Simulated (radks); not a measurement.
Neutral ruthenium inside a hard spherical wall (all orbitals vanish at R), configuration held at [Kr] 4d7 5s1 and not refilled when levels cross. Method: scalar-relativistic Kohn-Sham, r2SCAN, spin-polarised, spherical densities, finite nucleus; open shells are filled with parallel spins first (spin-orbit coupling, left out, can overturn this in heavy ions); meta-GGA in the generalised Kohn-Sham scheme; Fermi nuclear charge, rms radius 4.4809 fm; computed with a radial shooting solver on a logarithmic mesh with Libxc functionals. Eigenvalues in eV for spin up, with the zero of energy where the potential of the charges vanishes at infinity; a dash marks a level that is unbound or too diffuse for the functional's potential to be trusted. A positive occupied level is held by the wall or, in an anion where self-interaction has pushed it up, behind a barrier. The pressure on the wall is -dE/dV.

R (bohr)  E (hartree)  kinetic (hartree)    e(4s)    e(4p)   e(4d)   e(5s)  e(5p, empty)  e(6s, empty)  pressure (GPa)
free      -4531.39370           4685.947  -79.366  -48.739  -6.282  -5.029        -0.925             -               0
20        -4531.39370           4685.947  -79.366  -48.739  -6.282  -5.029        -0.925             -        < 0.0001
15        -4531.39370           4685.947  -79.366  -48.739  -6.282  -5.029        -0.920         1.061        < 0.0001
12        -4531.39368           4685.947  -79.363  -48.736  -6.279  -5.027        -0.893         1.858        0.000448
7         -4531.38495           4686.011  -78.974  -48.350  -5.932  -4.664         0.099         8.829           0.504
6         -4531.36484           4686.127  -78.408  -47.792  -5.437  -4.036         1.297        14.329            2.28
5         -4531.29439           4686.477  -77.024  -46.447  -4.230  -2.268         4.154        25.361            11.9
4         -4531.01858           4687.666  -73.536  -43.108  -1.067   3.190        11.886        50.475            77.0
3         -4529.67587           4692.888  -64.181  -34.183   8.602  23.533        37.642        119.63             750
2.5       -4527.15288           4702.381  -53.422  -23.455  21.457  54.222        73.517        203.62            3090
1.5       -4487.25206           4829.061   39.398   78.036  141.59  361.10        396.70        851.21          129000
